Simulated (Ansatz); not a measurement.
`C=CCO[SiH3]` and `C=CCS[SiH3]` differ in one element.

Ansatz, PBE0-D4/def2-TZVP geometries, multiplicity 1. Each molecule was computed in one conformer, which needn't be the lowest.

| property | `C=CCO[SiH3]` |
| --- | --- |
| HOMO–LUMO gap (PBE/def2-TZVPP) / eV | 5.34 |
| zero-point energy (PBE0-D4/def2-TZVP) / kJ/mol | 263.9 |
| HOMO energy (B3LYP/def2-TZVPP) / eV | -7.53 |
| size of the dipole moment (B3LYP/def2-TZVPP) / D | 1.01 |
| LUMO energy (PBE/def2-TZVPP) / eV | -1.18 |
| size of the dipole moment (ωB97M-V/def2-TZVPP) / D | 1.02 |

(1) What does the change do to each property? (Best estimate.)

Answers

(1) The calculation gave: 
```json
{"property": "HOMO–LUMO gap (PBE/def2-TZVPP) / eV", "`C=CCS[SiH3]`": "4.50", "shift": "-0.84"}
{"property": "zero-point energy (PBE0-D4/def2-TZVP) / kJ/mol", "`C=CCS[SiH3]`": "256.8", "shift": "-7.1"}
{"property": "HOMO energy (B3LYP/def2-TZVPP) / eV", "`C=CCS[SiH3]`": "-6.74", "shift": "0.79"}
{"property": "size of the dipole moment (B3LYP/def2-TZVPP) / D", "`C=CCS[SiH3]`": "1.42", "shift": "0.41"}
{"property": "LUMO energy (PBE/def2-TZVPP) / eV", "`C=CCS[SiH3]`": "-1.30", "shift": "-0.12"}
{"property": "size of the dipole moment (ωB97M-V/def2-TZVPP) / D", "`C=CCS[SiH3]`": "1.44", "shift": "0.42"}
```

With PBE0 the HOMO rises by 0.77 eV and the LUMO falls by 0.13 eV, so the gap narrows by about 0.90 eV. PBE moves the HOMO by 0.72 eV and ωB97M-V by 0.88 eV. Dipoles are sizes alone; their direction can turn.

B3LYP here is the variant with VWN-RPA as its local correlation; programs differ in this.
